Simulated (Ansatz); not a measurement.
`[OH][V]([F])([F])=[S]` at its PBE0-D4/def2-TZVP geometry, where that method's forces vanish. Charge 0, multiplicity 1.

```tsv
atom	x (Å)	y (Å)	z (Å)
O1	1.0693	0.3556	0.7836
V2	-0.1784	0.0182	-0.3717
F3	-0.8577	1.4951	-0.9285
F4	0.4840	-0.8646	-1.6886
S5	-1.5950	-1.0695	0.5049
H6	1.0778	0.0652	1.7003
```

(1) For each bond, give half the difference of the two atoms' forces along it (eV/Å; positive pushes the atoms apart) under PBE-D4, r2SCAN-D4, B3LYP-D4, ωB97M-V in def2-TZVPP. (Estimate.)

Answers

(1) Computed: 
```csv
bond,length (Å),PBE-D4,r2SCAN-D4,B3LYP-D4,ωB97M-V
O1–V2,1.734,0.28,0.21,0.24,0.13
O1–H6,0.962,0.21,-0.07,-0.12,-0.08
V2–F3,1.718,0.31,0.09,0.25,0.20
V2–F4,1.718,0.31,0.09,0.25,0.20
V2–S5,1.989,0.69,0.49,0.27,-0.50
```

B3LYP here is the variant with VWN-RPA as its local correlation; programs differ in this.
